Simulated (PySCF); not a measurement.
C3H2F4, SMILES C=C(F)C(F)(F)F. Atoms are numbered in the order given.

```xyz
9

C      1.0793     1.7147     0.0000
C      0.0157     0.9214     0.0000
F     -1.2374     1.3809     0.0000
C      0.0438    -0.5885     0.0000
F     -0.5803    -1.0768     1.0809
F     -0.5803    -1.0768    -1.0809
F      1.3016    -1.0461     0.0000
H      2.0798     1.2851     0.0000
H      0.9564     2.7990     0.0000
```

Geometry: B3LYP-D3(BJ)/def2-SVP.

Level of theory: PBE/pcSseg-1 run with PySCF.

GIAO shieldings, no solvent; atoms listed in one row are averaged. δ = σ(ref) − σ: ¹³C against TMS (σ = 182.0 ppm); ¹⁹F against CFCl3 (σ = 133.6 ppm); ¹H against TMS (σ = 31.49 ppm), references at their B3LYP-D3(BJ)/def2-TZVP geometries, non-relativistic.

Computed chemical shifts:
| nucleus | atoms | count | δ (ppm) |
|---|---|---|---|
| ¹³C | C2 | 1 | 166.0 |
| ¹³C | C4 | 1 | 132.6 |
| ¹³C | C1 | 1 | 100.5 |
| ¹⁹F | F5, F6, F7 | 3 | -109.8 |
| ¹⁹F | F3 | 1 | -132.3 |
| ¹H | H8 | 1 | 5.57 |
| ¹H | H9 | 1 | 5.42 |
